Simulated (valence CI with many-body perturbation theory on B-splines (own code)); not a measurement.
Sr XXXII: calculated level list

Method: relativistic CI+MBPT: five valence electrons over a frozen Dirac-Fock core [He], radial functions for each j: 9 s, 9 p, 8 d, 6 f, 3 g, 1 h, with the one-electron correlation potential Σ1, the two-electron term Σ2, the three-electron term Σ3, Breit, model QED; selected CI, second order for the rest, scaled by the run's own slope (own B-spline code, finite nucleus).

No measured spectrum was set against this ion. As an estimate, large intervals hold to a few tenths of a per cent, small ones and those within an open d or f shell to about a per cent. Among the levels kept, up to 5500 cm⁻¹ of a level comes from second order outside the variational space, and about a tenth of that is noise between levels of different J, which matters for small intervals.

Levels 1 to 45 of 65, with energies above the lowest level, (2s^2 2p1/2^2 2p3/2) J=3/2. "Leading %" is the weight of the configuration and term that name the level; weights of strongly mixed levels are sums over their largest components and can fall short. In the jj column 3d3/2^4 stands for four electrons in 3d with j = 3/2. Lifetimes count E1, E2, E3, M1 and M2 decay at the calculated energies, and are blank where another channel may lead or the interval is too uncertain; long ones can be off by a factor of two.

```csv
No.,Configuration,Term,J,E (eV),Leading %,Lifetime,Leading jj,g
1,2s²2p³,⁴S°,3/2,0.0,42,,2s^2 2p1/2^2 2p3/2 (95 %),1.503
2,2s²2p³,²D°,3/2,61.4,51,384 ns,2s^2 2p1/2 2p3/2^2 (95 %),1.357
3,2s²2p³,²D°,5/2,75.2,100,2.08 μs,2s^2 2p1/2 2p3/2^2 (100 %),1.191
4,2s²2p³,²P°,1/2,93.3,99,346 ns,2s^2 2p1/2 2p3/2^2 (99 %),0.654
5,2s²2p³,²P°,3/2,154.0,58,134 ns,2s^2 2p3/2^3 (97 %),1.250
6,2s2p⁴,⁴P,5/2,196.0,86,28.0 ps,2s 2p1/2^2 2p3/2^2 (94 %),1.537
7,2s2p⁴,⁴P,3/2,233.2,60,7.60 ps,2s 2p1/2^2 2p3/2^2 (71 %),1.443
8,2s2p⁴,⁴P,1/2,233.7,61,9.58 ps,2s 2p1/2^2 2p3/2^2 (83 %),2.373
9,2s2p⁴,²D,3/2,278.7,47,7.11 ps,2s 2p1/2 2p3/2^3 (78 %),1.234
10,2s2p⁴,²D,5/2,296.4,86,9.41 ps,2s 2p1/2 2p3/2^3 (94 %),1.246
11,2s2p⁴,²P,1/2,317.0,48,3.67 ps,2s 2p1/2 2p3/2^3 (74 %),1.530
12,2s2p⁴,²P,3/2,328.3,69,3.06 ps,2s 2p1/2 2p3/2^3 (93 %),1.166
13,2s2p⁴,²P,1/2,395.1,50,3.33 ps,2s 2p3/2^4 (85 %),1.408
14,2p⁵,²P°,3/2,478.4,99,3.29 ps,2p1/2^2 2p3/2^3 (99 %),1.326
15,2p⁵,²P°,1/2,551.1,99,2.66 ps,2p1/2 2p3/2^4 (99 %),0.654
16,2s²2p²3s,⁴P,1/2,2124.5,56,101 fs,2s^2 2p1/2^2 3s (97 %),2.087
17,2s²2p²3p,⁴D°,1/2,2165.7,44,9.32 ps,2s^2 2p1/2^2 3p1/2 (97 %),0.669
18,2s²2p²3s,⁴P,3/2,2186.4,89,130 fs,2s^2 2p1/2 2p3/2 3s (98 %),1.685
19,2s²2p²3s,²P,1/2,2191.4,69,61.9 fs,2s^2 2p1/2 2p3/2 3s (98 %),1.252
20,2s²2p²3p,⁴D°,3/2,2191.5,30,6.35 ps,2s^2 2p1/2^2 3p3/2 (94 %),1.342
21,2s²2p²3s,²D,5/2,2197.7,51,98.7 fs,2s^2 2p1/2 2p3/2 3s (96 %),1.386
22,2s²2p²3s,²D,3/2,2201.5,55,64.9 fs,2s^2 2p1/2 2p3/2 3s (98 %),1.032
23,2s²2p²3p,⁴P°,1/2,2227.3,39,10.3 ps,2s^2 2p1/2 2p3/2 3p1/2 (97 %),1.644
24,2s²2p²3p,⁴D°,3/2,2231.6,52,11.7 ps,2s^2 2p1/2 2p3/2 3p1/2 (97 %),1.157
25,2s²2p²3d,⁴F,3/2,2235.4,41,71.4 fs,2s^2 2p1/2^2 3d3/2 (97 %),0.767
26,2s²2p²3p,²F°,5/2,2239.7,34,10.2 ps,2s^2 2p1/2 2p3/2 3p1/2 (95 %),1.146
27,2s²2p²3d,⁴D,5/2,2246.5,24,18.0 fs,2s^2 2p1/2^2 3d5/2 (94 %),1.200
28,2s²2p²3p,⁴D°,5/2,2249.3,50,6.61 ps,2s^2 2p1/2 2p3/2 3p3/2 (97 %),1.428
29,2s²2p²3p,⁴P°,1/2,2252.0,43,7.14 ps,2s^2 2p1/2 2p3/2 3p3/2 (96 %),1.814
30,2s²2p²3p,⁴S°,3/2,2253.1,38,1.44 ps,2s^2 2p1/2 2p3/2 3p1/2 (62 %),1.401
31,2s²2p²3p,⁴P°,3/2,2257.1,38,4.01 ps,2s^2 2p1/2 2p3/2 3p3/2 (67 %),1.302
32,2s²2p²3p,²F°,7/2,2260.8,50,12.8 ps,2s^2 2p1/2 2p3/2 3p3/2 (96 %),1.279
33,2s²2p²3p,²P°,3/2,2265.7,49,1.43 ps,2s^2 2p1/2 2p3/2 3p3/2 (90 %),1.317
34,2s²2p²3s,⁴P,5/2,2268.8,50,85.2 fs,2s^2 2p3/2^2 3s (95 %),1.399
35,2s²2p²3p,²D°,5/2,2271.8,44,2.97 ps,2s^2 2p1/2 2p3/2 3p3/2 (90 %),1.183
36,2s²2p²3s,²P,3/2,2273.1,48,61.6 fs,2s^2 2p3/2^2 3s (97 %),1.125
37,2s²2p²3p,²P°,1/2,2280.4,80,1.62 ps,2s^2 2p1/2 2p3/2 3p3/2 (93 %),0.718
38,2s2p³3s,⁶S°,5/2,2294.8,68,467 fs,2s 2p1/2^2 2p3/2 3s (73 %),1.837
39,2s²2p²3s,²S,1/2,2296.0,73,67.5 fs,2s^2 2p3/2^2 3s (94 %),1.959
40,2s²2p²3d,⁴F,3/2,2298.1,41,40.8 fs,2s^2 2p1/2 2p3/2 3d3/2 (95 %),0.946
41,2s²2p²3d,⁴F,5/2,2299.6,55,82.7 fs,2s^2 2p1/2 2p3/2 3d3/2 (94 %),0.990
42,2s²2p²3d,⁴D,1/2,2300.2,80,88.7 fs,2s^2 2p1/2 2p3/2 3d3/2 (98 %),0.231
43,2s²2p²3d,⁴F,7/2,2302.5,59,357 fs,2s^2 2p1/2 2p3/2 3d5/2 (93 %),1.282
44,2s²2p²3d,²F,7/2,2308.2,41,5.53 ps,2s^2 2p1/2 2p3/2 3d3/2 (78 %),1.142
45,2s²2p²3d,²F,5/2,2309.5,42,13.8 fs,2s^2 2p1/2 2p3/2 3d5/2 (78 %),1.207
```

The ionisation energy to 2s²2p² ³P0 of the next ion comes out as 3824 eV (NIST: 3830 ± 30 eV (semi-empirical)). All 65 levels together are meant to be complete up to 2347.4 eV.
